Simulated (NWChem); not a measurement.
# TiH2O2F2; SMILES [OH][Ti]([OH])([F])[F]

```xyz
7

Ti     0.0194     0.0100     0.0103
F      1.1165    -1.2364     0.5942
F      0.9005     1.5237    -0.1964
O     -1.2865     0.2479     1.2098
H     -2.2518     0.2802     1.0924
O     -0.6768    -0.4756    -1.5566
H     -0.6212    -1.2632    -2.1241
```
Atoms are numbered in this order, from 1.

All runs: NWChem. Medium grid unless said otherwise, to which SCAN and Minnesota functionals are sensitive. Coordinates come from a PBE-D3(BJ)/def2-SVP optimisation. Total energies of different functionals are on different scales.

```tsv
level	energy (Ha)	highest occupied level (eV)	orbital gap (eV)	dipole (D)
B3LYP/def2-SVP	-1200.6939	-9.29	7.11	3.33
PBE/def2-SVP	-1200.1343	-7.74	5.03	3.21
M05-2X/def2-SVP	-1200.5582	-11.58	10.83	3.47
B97-2/def2-SVP	-1200.6676	-9.37	7.19	3.36
PW91/def2-SVP	-1200.6381	-7.81	5.01	3.21
LDA (Slater exchange, VWN5)/def2-SVP	-1196.3452	-7.95	5.02	3.34
MN15-L/def2-SVP	-1200.2597	-8.57	6.07	3.33
KT2/def2-SVP	-1210.1730	-7.92	4.98	3.22
LC-wPBE (HJS exchange hole, range parameter 0.4 per bohr)/def2-SVP	-1200.2341	-12.51	12.91	3.31
```
